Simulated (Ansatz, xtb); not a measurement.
# Isomers of C7H5Br in order of energy

11 gas-phase structures of C7H5Br, from a drawn sample of its isomers (lower ones may exist). Each was relaxed with GFN2-xTB:

A. `C#C[C@@H]1C=CC=C1Br`, a singlet
B. `C#CC1(Br)C=CC=C1`, a singlet
C. `C#CC1=CCC(Br)=C1`, a singlet
D. `C#CC1=CCC=C1Br`, a singlet
E. `C#CC1=CC(Br)=CC1`, a singlet
F. `C#CC1=CC=C(Br)C1`, a singlet
G. `C#CC1=CC=C[C@@H]1Br`, a singlet
H. `C#CC1=C(Br)C=CC1`, a singlet
I. `C#CC1=C[C@@H](Br)C=C1`, a singlet
J. `C#CC1=C(Br)CC=C1`, a singlet
K. `C#C[C@@H]1C=CC(Br)=C1`, a singlet

Question: Which do you expect lowest at r2SCAN-D4/def2-SVP, and how would the others follow?

Answer: Calculated order at r2SCAN-D4/def2-SVP: F (0.0), H (0.4), E (0.8), J (2.4), C (2.7), D (3.5), G (4.3), I (5.8), K (12.1), A (12.2), B (14.3) kcal/mol. Less than 1 kcal/mol parts F and H; H and E; J and C; C and D; D and G; K and A, so the order within those pairs means little.

Energies above the lowest of each column, in kcal/mol; the last columns are at B3LYP/def2-SVP geometries and were run for some of them only (a dash: not run or not comparable):

| structure | GFN2-xTB | HF/STO-3G | r2SCAN-D4/def2-SVP | B3LYP/def2-SVP | CCSD(T)/def2-SVP + ΔMP2/def2-TZVPP |
| --- | --- | --- | --- | --- | --- |
| F | 0.0 | 0.0 | 0.0 | 0.0 | 0.2 |
| H | 0.6 | 0.2 | 0.4 | 0.7 | 0.0 |
| E | 0.7 | 0.4 | 0.8 | 0.6 | 0.4 |
| J | 1.9 | 0.7 | 2.4 | 2.4 | 1.1 |
| C | 2.0 | 0.7 | 2.7 | 2.2 | 1.5 |
| D | 2.7 | 1.2 | 3.5 | 3.2 | 1.9 |
| G | 5.9 | 6.3 | 4.3 | – | – |
| I | 7.2 | 6.7 | 5.8 | – | – |
| K | 8.5 | 8.0 | 12.1 | – | – |
| A | 8.2 | 8.1 | 12.2 | – | – |
| B | 12.6 | 15.2 | 14.3 | – | – |

CCSD(T)/def2-SVP + ΔMP2/def2-TZVPP has E and F and H within 1 kcal/mol of each other at the bottom, and every level picks one of them. CCSD(T)/def2-SVP + ΔMP2/def2-TZVPP orders those it was run on as H (0.0), F (0.2), E (0.4), J (1.1), C (1.5), D (1.9) kcal/mol. Less than 1 kcal/mol parts H and F; F and E; E and J; J and C; C and D, so the order within those pairs means little. Frequencies (GFN2-xTB) were run for C, D, E, F, H, J alone. ΔMP2 is the change of the MP2 energy from the smaller to the larger basis.

Over these structures GFN2-xTB departs from r2SCAN-D4/def2-SVP by 1.3 kcal/mol on average once a common shift is removed. A GFN2-xTB relaxation took about 0.074 s and the r2SCAN-D4/def2-SVP energy about 3.6 s on a shared host (Ansatz 0.2.0, xtb 6.7.1).
